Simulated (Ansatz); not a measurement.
Molecule: ethynyl(dimethyl)borane, C$_{4}$H$_{7}$B, charge 0, multiplicity 1. 
Geometry from a B3LYP-D3(BJ)/def2-TZVP (Ansatz, a first-principles code) optimisation:
SMILES: C#CB(C)C
```xyz
12

C      2.1383    -0.9330     0.0504
C      1.0313    -0.4500     0.0243
B     -0.3651     0.1593    -0.0086
C     -0.5286     1.7107     0.1406
C     -1.6070    -0.7789    -0.1910
H      3.1128    -1.3581     0.0734
H      0.2631     2.1906     0.7170
H     -1.5036     2.0041     0.5356
H     -0.4691     2.1309    -0.8740
H     -1.3980    -1.6954    -0.7438
H     -1.9147    -1.0909     0.8178
H     -2.4687    -0.2710    -0.6292
```

Basis-set convergence of Hartree-Fock and MP2 correlation energies (hartree) with Ansatz. Correlated levels leave the core frozen unless marked. No spin-orbit coupling. Non-relativistic.

```json
[
 {"basis": "cc-pVDZ", "functions": "105", "E(HF)": "-180.20580", "E(corr, MP2)": "-0.61573"},
 {"basis": "cc-pVTZ", "functions": "248", "E(HF)": "-180.25618", "E(corr, MP2)": "-0.75152"},
 {"basis": "cc-pVQZ", "functions": "485", "E(HF)": "-180.26747", "E(corr, MP2)": "-0.79811"}
]
```

Extrapolating the two largest sets (X = 3 and 4) as X^-3: E(corr) = (64·(-0.79811) - 27·(-0.75152))/37 = -0.8321 Eh, an estimate of the basis-set limit. The largest set recovers 95.9 % of it, the smallest 74.0 %.
